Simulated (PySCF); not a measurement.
A structure optimised at PBE0-D3(BJ)/def2-SVP, used in a PySCF frequency run:

```
Si
Cl 1 2.0377
Cl 1 2.0377 2 109.21
Cl 1 2.0377 2 109.21 3 -119.37
Br 1 2.1924 2 109.73 4 -120.31
```

Write its SMILES, formula and point group.

Cl[Si](Cl)(Cl)Br, BrCl3Si, C3v

What are its rotational constants (standard atomic weights)?

1.2917, 0.86920, 0.86920 GHz
